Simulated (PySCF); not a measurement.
## One change at a time: excitation energies

Theory: TDDFT B3LYP/def2-SVPD, vertical, gas phase, core orbitals frozen in the response in PySCF. Geometries: PBE0-D3(BJ)/def2-SVP; one conformer of each isolated species. Triplets are in the Tamm–Dancoff approximation. 'Strongest' means the level of largest summed f among the lowest 10 singlets; it needn't be the same kind of state in each. Relativistic effects are left out although some hold elements past zinc.

Parent: `COC1=C(C(=O)Br)OC=C1`, with lowest singlet excitation energy 4.29 eV, energy of the strongest computed level 4.62 eV, S1–T1 gap 1.22 eV, HOMO–LUMO gap 4.85 eV, lowest triplet energy 3.07 eV, HOMO energy -6.95 eV. Its spectrum: 289 nm (f 0.000); 269 nm (f 0.380); 258 nm (f 0.000); 245 nm (f 0.007); 227 nm (f 0.108).

(1) Order the derivatives by their lowest singlet excitation, lowest first, with the shift from the parent.
A. OCH3 replaced by Cl: `O=C(Br)c1occc1Cl`
B. OCH3 replaced by SCH3: `CSc1ccoc1C(=O)Br`
C. OCH3 replaced by C2H5: `CCc1ccoc1C(=O)Br`

(1) B (shift -0.35 eV), A (shift -0.16 eV), C (shift -0.02 eV).

| change | SMILES | Δ S1 (eV) | Δ strongest (eV) | Δ S1−T1 (eV) | Δ gap (eV) | Δ T1 (eV) | Δ HOMO (eV) |
| --- | --- | --- | --- | --- | --- | --- | --- |
| OCH3 replaced by SCH3 | CSc1ccoc1C(=O)Br | -0.35 | -0.68 | -0.07 | -0.56 | -0.29 | +0.39 |
| OCH3 replaced by Cl | O=C(Br)c1occc1Cl | -0.16 | +0.05 | -0.25 | +0.10 | +0.09 | -0.62 |
| OCH3 replaced by C2H5 | CCc1ccoc1C(=O)Br | -0.02 | +0.08 | -0.10 | +0.10 | +0.08 | -0.32 |

S1 falls most with OCH3 replaced by SCH3 (-0.35 eV); all changes lower it. S1 is simply the lowest singlet of each species and needn't be the same kind of state throughout.
